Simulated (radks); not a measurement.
Question: All-electron atom: Cu4+ in [Ar] 3d7 (the NIST ground configuration). Method: Dirac Kohn-Sham, PBEsol, spin-unpolarised, spherical densities, point nucleus; open shells fill j = l - 1/2 first; computed with a radial shooting solver on a logarithmic mesh with Libxc functionals. Some entries of the table are withheld. Estimate them.

orbital,occ.,eigenvalue (eV),<r> (bohr),<1/r> (bohr^-1)
1s1/2,2,-8911.603,0.05216,29.14
2s1/2,2,-1133.309,0.2352,(1)
2p1/2,2,-1001.907,0.2043,(2)
2p3/2,4,-981.4532,0.2076,(3)
3s1/2,2,-183.3589,0.6996,2.037
3p1/2,2,(4),0.7200,1.917
3p3/2,4,(5),0.7294,1.885
3d3/2,4,(6),0.8026,1.600
3d5/2,3,(7),0.8062,1.592

Answer: 
(1) 2s1/2 <1/r> (bohr^-1): 6.354
(2) 2p1/2 <1/r> (bohr^-1): 6.310
(3) 2p3/2 <1/r> (bohr^-1): 6.169
(4) 3p1/2 eigenvalue (eV): -142.2127
(5) 3p3/2 eigenvalue (eV): -139.4842
(6) 3d3/2 eigenvalue (eV): -71.0707
(7) 3d5/2 eigenvalue (eV): -70.7109
